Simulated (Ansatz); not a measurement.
`[CH3][Al]([OH])[Br]` + H₂ → `[CH3][AlH][OH]` + HBr at 298.15 K and 1 bar (hydrogenolysis of the Al–Br bond).

Computed with Ansatz on PBE0-D4/def2-TZVP structures; ΔE is electronic, products minus reactants. CBS: MP2 limit from def2 TZ/QZ plus the TZ coupled-cluster correction, frozen cores. This one scheme is used for every species. For Br outer-core shells are correlated without core-valence functions, which leaves a few kJ/mol of doubt a bond. Scalar relativity is left out up to krypton. One conformer a species, not always the lowest.

```json
{"species": "`[CH3][Al]([OH])[Br]`", "CCSD(T)/CBS energy (Eh)": "-2931.11374", "H − E (kJ/mol)": "153.4", "S (J/(mol·K))": "351.4"}
{"species": "H₂", "CCSD(T)/CBS energy (Eh)": "-1.17544", "H − E (kJ/mol)": "35.1", "S (J/(mol·K))": "130.4"}
{"species": "`[CH3][AlH][OH]`", "CCSD(T)/CBS energy (Eh)": "-358.31021", "H − E (kJ/mol)": "163.6", "S (J/(mol·K))": "305.3"}
{"species": "HBr", "CCSD(T)/CBS energy (Eh)": "-2573.91920", "H − E (kJ/mol)": "24.6", "S (J/(mol·K))": "198.6"}
```

H − E and S are ideal-gas, rigid-rotor, harmonic terms from PBE0-D4/def2-TZVP, for one conformer and one mirror image of each species. The MP2-based limit puts H₂ 0.8 mEh under its directly extrapolated value; such offsets cancel only in part. 1 Eh = 2625.50 kJ/mol, R = 8.31446 J/(mol·K).

Question: By hand: ΔE, ΔH, ΔS and ΔG.

Answer: ΔE = (-358.31021) + (-2573.91920) − (-2931.11374) − (-1.17544) = 0.05977 Eh = 156.9 kJ/mol. Δ(H − E) = 163.6 + 24.6 − 153.4 − 35.1 = -0.3, so ΔH = 156.6 kJ/mol. ΔS = 305.3 + 198.6 − 351.4 − 130.4 = 22.1 J/(mol·K). ΔG = 156.6 − 298.15 × (22.1)/1000 = 150.0 kJ/mol.

Question: By hand: the equilibrium constant, and the temperature at which ΔG would vanish if ΔH and ΔS stayed fixed.

Answer: log₁₀ K = −ΔG/(RT ln 10) = -26.3. ΔG = 0 at ΔH/ΔS = 7086 K, far beyond where these terms or the molecules hold.

ΔH outweighs TΔS. A doubt of 5 kJ/mol in ΔE shifts log₁₀ K by 0.9 here. Other conformers and mirror images would add mixing entropy, several J/(mol·K) or more a flexible species. Modes under 60 cm⁻¹, often nearly free rotors, make the harmonic entropy too high. These are equilibria of isolated gas molecules and say nothing of rates. Largest T1 diagnostic: 0.011 (customary marks: 0.02 for closed shells, 0.045 for open ones).
